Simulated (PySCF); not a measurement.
# CoF₄, quartet: data card

These are results of PySCF, UPBE, basis Co def2-SVP, F def2-SVP (no relativity, density fitting), not measurements.

The structure is a saddle point with 1 imaginary mode.

```xyz
5
charge 0 multiplicity 4, angstrom
Co    0.0000    0.0000    0.0000
F     1.7241    0.0000    0.0000
F     0.0000    1.7241    0.0000
F    -1.7241    0.0000    0.0000
F     0.0000   -1.7241    0.0000
```

```
Point group                                                                   : D4h
Bond lengths                                                                  : Co–F 1.724 Å (×4)
Bond angles                                                                   : F–Co–F 90.0° (×4), F–Co–F 180.0° (×2)
Highest occupied level (β)                                                    : -8.71 eV
Spin squared ⟨S²⟩                                                             : 3.761
Atomisation energy without zero-point energy                                  : 1666 kJ/mol
Principal polarisabilities                                                    : 13.4, 41.3, 41.3 bohr³
Zero-point energy (real modes)                                                : 22.3 kJ/mol
Lowest empty level (β)                                                        : -7.75 eV
Principal quadrupole moments (Buckingham, traceless) about the centre of mass : -3.29, -3.29, 6.57 D Å
Dipole moment                                                                 : 0.00 D
Rotational constants                                                          : 0.1493, 0.1493, 0.07463 cm⁻¹
```

Harmonic modes (masses in u: Co 58.933, F 18.998):
| symmetry | ω (cm⁻¹) | IR (km/mol, summed over degenerate members) | μ (u) | type |
| --- | --- | --- | --- | --- |
| b2u | 82i | – | 19.00 | bend |
| a2u | 228 | 25.6 | 30.72 | bend |
| eu | 281 | 15.2 | 21.58 | bend |
| b2g | 336 | 0.0 | 19.00 | bend |
| b1g | 537 | 0.0 | 19.00 | stretch |
| a1g | 610 | 0.0 | 19.00 | stretch |
| eu | 730 | 167 | 25.74 | stretch |

In D4h the vibrations span b2u + a2u + 2eu + b2g + b1g + a1g. The a1g, b1g, b2g, b2u modes carry no infrared intensity, as symmetry demands. With a centre of inversion only u modes can be infrared active and only g modes Raman active.

Charges (e):
```
    atom  Mulliken  Löwdin  polar tensor  spin (Mulliken)  Mayer order to Co1
     Co1      0.99    0.58          1.43             2.04                   –
F2,3,4,5     -0.25   -0.14         -0.36             0.24                0.99
```

Mulliken populations on Co1: s 6.46, p 12.48, d 7.08, f 0.00.

Outer orbital energies (eV). α occupied: -10.38, -10.09, -10.09, -9.69, -9.50, -9.47, -9.46, -9.46; empty: -6.58, -0.50, 1.31, 3.98. β occupied: -11.09, -11.09, -10.61, -9.72, -9.72, -9.72, -9.03, -8.71; empty: -7.75, -7.54, -7.54, -5.64.

Other isomers or separated fragments may lie lower. Open d and f shells are described by one determinant, and the ground state may have another occupation or spin. At this level a sextet minimum of Td symmetry lies 35 kJ/mol below this structure.

The final relaxation and frequency run took of the order of 80 core-seconds on a shared host.
